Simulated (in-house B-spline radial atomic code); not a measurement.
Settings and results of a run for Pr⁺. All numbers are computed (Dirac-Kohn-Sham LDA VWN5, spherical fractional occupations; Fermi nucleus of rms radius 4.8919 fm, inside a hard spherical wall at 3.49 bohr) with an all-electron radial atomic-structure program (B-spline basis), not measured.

Command:
```bash
python run_scf.py task.json out
```
Settings (nuclear radius in fm, mass in u):
```
Z                59
configuration    [Xe] 4f3 6s1
hamiltonian      dirac
method           lda,vwn
spin_polarised   False
nucleus          fermi
rms_radius       4.8919
atomic_mass      140.90766
speed_of_light   137.035999084
wall_radius      3.49
```

Output (hartree, bohr):
```
 radial grid: 61 intervals, B-splines of order 8, outer radius 3.49 bohr

 iter        energy (Eh)    residual
    1       -9229.344868    4.62e-01
    2       -9228.859037    4.40e-01
    3       -9234.024846    1.48e-02
    4       -9234.028548    4.61e-03
    5       -9234.028966    1.29e-03
    6       -9234.029017    2.64e-04
    7       -9234.029018    1.44e-04
    8       -9234.029018    4.50e-06
    9       -9234.029018    8.29e-08

 total energy                     -9234.02902
 kinetic                            9935.2657
 electron-nucleus                 -22552.6414
 Hartree                            3593.6386
 exchange-correlation               -210.2920

 first-order corrections (not in the total)
   Gaunt                             8.7539
   retardation                      -0.9156
   frequency dependence             -0.1013
   self-energy                       6.0294
   Uehling                          -0.9024
   Wichmann-Kroll                    0.0249

 orbital      occ     eigenvalue          <r>       <r^2>       <1/r>       r_max    small
 1s1/2      2.000     -1533.4472    0.0241133  0.00079082     64.6276     0.01543  4.77e-02
 2s1/2      2.000      -246.4894     0.102652   0.0124919     15.2673     0.08749  1.04e-02
 2p1/2      2.000      -233.0662    0.0860813  0.00913794     15.2572     0.06652  1.04e-02
 2p3/2      4.000      -215.3673    0.0923881   0.0103941     13.7668     0.07187  9.79e-03
 3s1/2      2.000       -53.0277     0.272369   0.0848961     5.51759      0.2496  3.20e-03
 3p1/2      2.000       -47.3028     0.261953   0.0797705     5.43537      0.2362  3.15e-03
 3p3/2      4.000       -43.7985     0.274297   0.0872408     5.06185      0.2478  2.96e-03
 3d3/2      4.000       -33.7653     0.245362   0.0710352     4.93253      0.1985  2.85e-03
 3d5/2      6.000       -33.0091     0.249224   0.0731474     4.83805      0.2018  2.80e-03
 4s1/2      2.000       -10.4062      0.62331    0.438881     2.29102      0.5795  9.94e-04
 4p1/2      2.000        -8.2651     0.641104     0.46808     2.18631      0.5878  9.25e-04
 4p3/2      4.000        -7.5075     0.669573    0.510325      2.0605      0.6129  8.63e-04
 4d3/2      4.000        -3.9875     0.724297    0.609976     1.83683      0.6317  7.12e-04
 4d5/2      6.000        -3.8552      0.73463    0.627408     1.80554      0.6401  6.95e-04
 5s1/2      2.000        -1.3690      1.50502     2.52583    0.877347       1.362  2.08e-04
 5p1/2      2.000        -0.7953       1.6477     3.01336     0.78668       1.496  1.71e-04
 5p3/2      4.000        -0.6877      1.70628     3.21868    0.751862       1.568  1.60e-04
 4f5/2      1.286         0.0625      1.08966      1.5051       1.211      0.6963  3.43e-04
 4f7/2      1.714         0.0752      1.09969      1.5312     1.19949       0.702  3.37e-04
 6s1/2      1.000         0.6829      2.17136     5.25872    0.646236       2.529  1.81e-04
```

Cost of the run: 0.57 s on 1 thread of Arm Neoverse V2 (shared host).

For the Dirac Hamiltonian the kinetic term is c α·p + (β - 1)c².
